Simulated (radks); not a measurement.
Dispersion coefficients C6 (hartree bohr^6) between ground-configuration atoms and ions, from the Casimir-Polder integral (3/pi) of alpha_A(iw) alpha_B(iw). All-electron calculation, non-relativistic Kohn-Sham, LDA (Slater exchange, VWN5 correlation), spin-unpolarised, spherical densities, point nucleus. Program: a radial shooting solver on a logarithmic mesh with Libxc functionals. Response by self-consistent Sternheimer equations with the Hartree and adiabatic LDA kernel. For heavy and open-shell atoms this level of theory can miss by tens of per cent.

C6       Sn    P3+     S+    F2+     In   Ga3+     Al      V    Cd+
Sn    702.5
P3+   101.2  16.05
S+    186.5  30.14  56.84
F2+   24.78  4.378  8.427  1.554
In    746.0  104.6  192.1  25.13  799.3
Ga3+  32.22  5.800  11.17  2.204  32.60  3.225
Al    647.5  88.67  161.8  19.98  696.7  25.43  612.3
V     767.0  105.0  191.8  24.14  826.0  30.94  724.6  858.6
Cd+   305.4  46.52  86.87  12.77  320.3  17.08  272.7  324.2  138.7

Static polarisabilities (bohr^3): Sn ([Kr] 4d10 5s2 5p2) 63.42, P3+ ([Ne] 3s2) 6.485, S+ ([Ne] 3s2 3p3) 11.39, F2+ ([He] 2s2 2p3) 1.177, In ([Kr] 4d10 5s2 5p1) 77.03, Ga3+ ([Ar] 3d10) 1.444, Al ([Ne] 3s2 3p1) 69.26, V ([Ar] 3d3 4s2) 81.53, Cd+ ([Kr] 4d10 5s1) 23.71. The combination rule 2 Ca Cb / ((alpha_b/alpha_a) Ca + (alpha_a/alpha_b) Cb) gives 180.4 for Sn-S+, against 186.5 from the integral.
